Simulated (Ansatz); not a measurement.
One change: `[CH3][Al]([CH3])[BH][SiH3]` becomes `[CH3][Al]([CH3])[NH2]`.

Ansatz, PBE0-D4/def2-TZVP geometries, multiplicity 1. Each molecule was computed in one conformer, which needn't be the lowest.

| property | `[CH3][Al]([CH3])[BH][SiH3]` |
| --- | --- |
| LUMO energy (ωB97M-V/def2-TZVPP) / eV | -0.59 |
| size of the dipole moment (PBE/def2-TZVPP) / D | 1.07 |
| HOMO energy (B3LYP/def2-TZVPP) / eV | -6.69 |
| LUMO energy (PBE0/def2-TZVPP) / eV | -2.53 |
| size of the dipole moment (B3LYP/def2-TZVPP) / D | 1.00 |
| HOMO–LUMO gap (PBE0/def2-TZVPP) / eV | 4.35 |

(1) Give the same properties after the change, and the shifts. (Estimate.)

Answers

(1) Ansatz gave: 
| property | `[CH3][Al]([CH3])[NH2]` | shift |
| --- | --- | --- |
| LUMO energy (ωB97M-V/def2-TZVPP) / eV | 1.66 | 2.25 |
| size of the dipole moment (PBE/def2-TZVPP) / D | 0.66 | -0.41 |
| HOMO energy (B3LYP/def2-TZVPP) / eV | -6.95 | -0.26 |
| LUMO energy (PBE0/def2-TZVPP) / eV | 0.35 | 2.88 |
| size of the dipole moment (B3LYP/def2-TZVPP) / D | 0.64 | -0.36 |
| HOMO–LUMO gap (PBE0/def2-TZVPP) / eV | 7.54 | 3.19 |

With PBE0 the HOMO falls by 0.31 eV and the LUMO rises by 2.88 eV, so the gap widens by about 3.19 eV. PBE moves the HOMO by -0.06 eV and ωB97M-V by -0.64 eV. Dipoles are sizes alone; their direction can turn.

B3LYP here is the variant with VWN-RPA as its local correlation; programs differ in this.
